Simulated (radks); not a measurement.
Ionisation of the neodymium ion Nd+, [Xe] 4f4 6s1, to [Xe] 4f4 as the strength of local exchange is varied. Calculated with a radial shooting solver on a logarithmic mesh with Libxc functionals: Dirac Kohn-Sham, Slater X-alpha exchange (alpha = 2/3 is LDA exchange), no correlation, spin-unpolarised, spherical densities, point nucleus; open shells fill j = l - 1/2 first.

alpha	E(Nd+) (hartree)	exchange (hartree)	IE (eV)	-e of the level emptied (eV)	<r> of it (bohr)
0.604	-9597.2307	-189.9486	9.858	7.304 (6s1/2)	4.117
0.667	-9617.0643	-210.2076	10.137	7.586 (6s1/2)	4.061
0.9	-9690.7805	-285.8363	11.254	8.728 (6s1/2)	3.857
0.933	-9701.2668	-296.6367	11.420	8.899 (6s1/2)	3.829
0.988	-9718.7691	-314.6865	11.702	9.191 (6s1/2)	3.783

NIST Atomic Spectra Database: 10.78 eV (semi-empirical). The Delta-SCF value meets it near alpha = 0.80. Spin polarisation and multiplet splitting are left out, so open shells lie too high by an amount that depends on their filling.

Beside tabulated values, note that spin-unpolarised runs miss the spin-polarisation part of the exchange energy of open shells.
